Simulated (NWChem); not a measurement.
## isocyanic acid (CHNO) in NWChem

```xyz
4

N      1.1600    -0.0732     0.0000
C     -0.0468     0.0195     0.0000
O     -1.2104    -0.0341     0.0000
H      1.8440     0.6681     0.0000
```
Charge 0, spin multiplicity 1.

Program: NWChem. Structure: optimised with PBE0/def2-SVP, a minimum by its harmonic frequencies.

Symmetry labels belong to the abelian group Cs used in the runs, with the axes of the coordinates shown.

Question: List the lowest 4 singlet excitations that CIS/aug-cc-pVDZ gives, with oscillator strengths.

Answer: 
```json
[
 {"state": "1", "symmetry": "a\"", "energy (eV)": "7.12", "wavelength (nm)": "174", "f": "0.002"},
 {"state": "2", "symmetry": "a\"", "energy (eV)": "8.18", "wavelength (nm)": "152", "f": "0.021"},
 {"state": "3", "symmetry": "a'", "energy (eV)": "8.37", "wavelength (nm)": "148", "f": "0.006"},
 {"state": "4", "symmetry": "a'", "energy (eV)": "9.02", "wavelength (nm)": "137", "f": "0.021"}
]
```
